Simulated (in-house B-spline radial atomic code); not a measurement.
# Binding energies in Sm IV (Sm3+)

NIST's tabulated ground configuration is [Xe] 4f5; each binding energy is the energy of the ion with one electron taken from that subshell, relaxed, less that of the parent. All numbers are computed (Dirac-Hartree-Fock, average of configuration; Fermi nucleus of rms radius 5.0819 fm) with a radial B-spline atomic code at the basis-set limit, not measured. Energies include first-order Breit, QED and recoil terms.

| subshell | X-ray name | binding energy (eV) | -ε (eV) | relaxation (eV) |
| --- | --- | --- | --- | --- |
| 1s | K | 46870.6 | 47139.6 | 74.7 |
| 2s | L1 | 7780.6 | 7844.5 | 41.7 |
| 2p1/2 | L2 | 7350.7 | 7418.0 | 45.7 |
| 2p3/2 | L3 | 6755.1 | 6813.5 | 43.8 |
| 3s | M1 | 1768.6 | 1793.6 | 20.9 |
| 3p1/2 | M2 | 1584.4 | 1609.7 | 21.6 |
| 3p3/2 | M3 | 1461.7 | 1484.7 | 20.7 |
| 3d3/2 | M4 | 1146 | 1170.0 | 22.7 |
| 3d5/2 | M5 | 1120.1 | 1143.2 | 22.4 |
| 4s | N1 | 395.6 | 404.3 | 7.9 |
| 4p1/2 | N2 | 323.4 | 331.7 | 7.6 |
| 4p3/2 | N3 | 296.4 | 303.9 | 7.1 |
| 4d3/2 | N4 | 176.1 | 182.7 | 6.5 |
| 4d5/2 | N5 | 171.3 | 177.7 | 6.4 |
| 5s | O1 | 80.66 | 81.79 | 0.99 |
| 5p1/2 | O2 | 58.06 | 59.00 | 0.85 |
| 5p3/2 | O3 | 54.07 | 54.84 | 0.73 |
| 4f | N6,7 | 38.48 | 42.63 | 4.28 |

Relaxation = -ε minus the binding energy without Breit, QED and recoil terms.

Emission lines follow as differences of binding energies, with λ = 12398.42 eV·Å / E:

```tsv
line	holes	energy (eV)	wavelength (Å)
K-L3	1s → 2p3/2	40115.5	0.30907
K-L2	1s → 2p1/2	39519.9	0.31373
K-M3	1s → 3p3/2	45408.9	0.27304
L3-M5	2p3/2 → 3d5/2	5635.0	2.2003
L2-M4	2p1/2 → 3d3/2	6204.7	1.9982
L1-M3	2s → 3p3/2	6318.9	1.9621
L3-M1	2p3/2 → 3s	4986.5	2.4864
L2-N4	2p1/2 → 4d3/2	7174.6	1.7281
```

Q: What screening constant σ does Moseley's law, E = (3/4)·13.6057 eV·(Z - σ)², need for K-L3?

A: σ = -0.70.

Moseley's non-relativistic formula needs a falling, then negative, screening constant for heavy elements, because relativity binds the 1s electron more strongly than the formula allows.

Q: What does it cost to remove both a 4d5/2 and a 4f electron?

A: 231.45 eV, which is 21.69 eV more than the two single binding energies together.

Q: What does it cost to remove both a 4p1/2 and a 5p3/2 electron?

A: 393.1 eV, which is 15.65 eV more than the two single binding energies together.

Q: What does it cost to remove both a 4d5/2 and a 5s electron?

A: 269.12 eV, which is 17.17 eV more than the two single binding energies together.
